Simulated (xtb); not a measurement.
CdI₂, SMILES [I][Cd][I]. All values are semi-empirical tight-binding results from xtb (GFN2-xTB unless named), good for trends rather than for accurate numbers. Geometry optimised at GFN2-xTB. The isomer is the one that the SMILES or the coordinates give; other isomers of the formula were not compared.

For metal compounds this method's bond lengths and energies can be far off.

The point group as xtb finds it comes out as C2v, the orbital gap is 4.03 eV and the zero-point energy is 0.6 kcal/mol. The G − E(el) at 298.15 K (modified RRHO) comes out as -20.0 kcal/mol.
